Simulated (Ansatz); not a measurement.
`C=[CH][GeH]([Cl])[Cl]`, charge 0, multiplicity 1.

Give a relaxed structure at PBE0-D4/def2-TZVP (Ansatz). (Best estimate.)

The calculation gave: 
Cartesian coordinates in Å:
```
C -1.602 0.105 0.065
C -0.431 0.707 -0.084
Ge 1.246 -0.212 0.118
Cl 2.355 -0.042 -1.715
Cl 0.854 -2.294 0.465
H -2.536 0.646 -0.056
H -1.678 -0.950 0.310
H -0.380 1.763 -0.338
H 2.171 0.275 1.236
```
This is one stationary point; other conformers may exist.
